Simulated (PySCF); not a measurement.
Species: [MoO3F]- (charge -1 and singlet state).
Bonds: Mo1–O2, Mo1–O3, Mo1–O4, Mo1–F5.

A GFN2-xTB structure was refined with PySCF, PBE0-D3(BJ)/def2-SVP geometry optimisation, gas phase, def2 core potentials past Kr. Its GFN2-xTB values:

```json
{"coordinate": "Mo1–O2", "GFN2-xTB": "1.643 Å"}
{"coordinate": "Mo1–O3", "GFN2-xTB": "1.563 Å"}
{"coordinate": "Mo1–F5", "GFN2-xTB": "1.874 Å"}
{"coordinate": "O2–Mo1–O3", "GFN2-xTB": "117.9°"}
{"coordinate": "O2–Mo1–F5", "GFN2-xTB": "108.5°"}
```

**Question.** How do these coordinates change at the PBE0-D3(BJ)/def2-SVP level?

**Answer.** 
| coordinate | PBE0-D3(BJ)/def2-SVP (Å or °) | change |
| --- | --- | --- |
| Mo1–O3 | 1.713 | +0.150 |
| Mo1–O2 | 1.714 | +0.071 |
| Mo1–F5 | 1.898 | +0.024 |
| O2–Mo1–O3 | 109.9 | -8.0 |
| O2–Mo1–F5 | 109.2 | +0.7 |

The energy falls by 24.8 kcal/mol over 10 energy and gradient evaluations, the largest force component goes from 0.2127 to 1.1e-04 Eh/bohr, and the atoms move by 0.080 Å rms after alignment. The bond that changes most is Mo1–O3 (ends: molybdenum bonded to F and 3 O; oxygen bonded to Mo), which lengthens by 0.150 Å. Bonds longer at the end by more than 0.005 Å: 3 of 4; shorter: 0. Rotational constants go from 4311, 3793, 3614 to 4014, 3464, 3463 MHz.

The run used 87 basis functions and 81 SCF cycles in all.

Not checked by PBE0-D3(BJ)/def2-SVP frequencies. The geometry's basis has no diffuse functions, a weakness for an anion.
